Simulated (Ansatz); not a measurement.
Diatomic NiH, multiplicity 2 (the spin of the measured ground state). No spin–orbit coupling. Ni is treated without relativity.

D_e counts from the fitted minimum to each atom's lowest state at the same level, without counterpoise.

Correlated levels freeze the inner cores; with def2 sets outer-core shells near the valence are correlated too.

The values were computed with Ansatz (a program for electronic structure). Each number belongs to the level named beside it.

PBE/def2-TZVPP gives 280.0 kJ/mol for the bond energy D_e.

Predict the shift from PBE, with its sign, for: r2SCAN/def2-TZVPP, B3LYP/def2-TZVPP, wB97M-V/def2-TZVPP, CCSD(T)/def2-QZVPP.

r2SCAN/def2-TZVPP 2.6; B3LYP/def2-TZVPP -5.8; wB97M-V/def2-TZVPP 4.4; CCSD(T)/def2-QZVPP -17.1 kJ/mol. 2 of 4 lie above PBE; the widest gap is to CCSD(T)/def2-QZVPP.
